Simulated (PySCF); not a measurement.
Al(AsH2)2(F) (AlAs2FH4), SMILES [AsH2][Al]([F])[AsH2]. Atoms are numbered in the order given.

```xyz
8

Al     0.5869    -0.0964     0.3049
As    -1.2772    -1.3767     1.1058
H     -0.4611    -2.6552     1.0011
H     -1.8204    -1.4980    -0.3102
As     0.5447     1.4998    -1.4857
H      1.1765     2.5480    -0.5835
H     -0.8745     1.9038    -1.1153
F      2.0581    -0.3452     1.0646
```
Charge 0, spin multiplicity 1.

Coordinates come from a ωB97X-D3(BJ)/def2-SVP optimisation. The structure was generated by enumeration; whether it is a known compound was not checked.

Two levels are set side by side: PBE/pcSseg-1 (PySCF) and KT2/pcSseg-1 (PySCF). GIAO shifts against AsH3 (⁷⁵As), CFCl3 (¹⁹F), TMS (¹H) at the same level; non-relativistic, no solvent, atoms listed together averaged. Differences are taken from unrounded values.

| quantity | KT2 |
|---|---|
| δ(⁷⁵As) of As2, As5 (ppm) | -54.0 |
| δ(¹⁹F) of F8 (ppm) | -103.3 |

Problem. What does PBE give, and how far is it from KT2? (Estimate from the structure and the level; the computed values follow.)

Solution. 
```json
[
 {"quantity": "δ(⁷⁵As) of As2, As5 (ppm)", "PBE": "-65.3", "PBE minus KT2": "-11.3"},
 {"quantity": "δ(¹⁹F) of F8 (ppm)", "PBE": "-96.8", "PBE minus KT2": "6.5"}
]
```

Rough cost on one machine, each run with all the roots and properties that it gave: KT2 against PBE within a factor of 2.
